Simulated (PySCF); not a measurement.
```xyz
3
charge 0 multiplicity 1, angstrom
Te    0.0000    0.0000   -1.3686
Au    1.7525    0.0000    0.4325
Au   -1.7525    0.0000    0.4325
```

Method: PBE0 in PySCF with Te def2-TZVP with ECP28, Au def2-TZVP with ECP60; scalar-relativistic core potentials, no spin–orbit coupling; density-fitted integrals.

This geometry of Au₂Te is a stationary point at this level.

(1) What is the point group?

(2) Is it a minimum?

(3) List the harmonic modes with their infrared intensities.

(4) Give the ideal-gas entropy at 298.15 K and 1 bar by parts.

Results:

(1) C2v.

(2) Yes: all harmonic wavenumbers are real, though the softest, 32 cm⁻¹, leaves little margin.

(3) 
```json
{"symmetry": "a1", "ω (cm⁻¹)": "32", "IR (km/mol)": "0.1"}
{"symmetry": "b2", "ω (cm⁻¹)": "192", "IR (km/mol)": "0.0"}
{"symmetry": "a1", "ω (cm⁻¹)": "202", "IR (km/mol)": "0.1"}
```

(4) translation 186.9, rotation 126.7, vibration 42.0, spin 0.0; total 355.6 J/(mol K).

This need not be the most stable arrangement of these atoms. No spin–orbit coupling is included, which matters more the heavier the element.
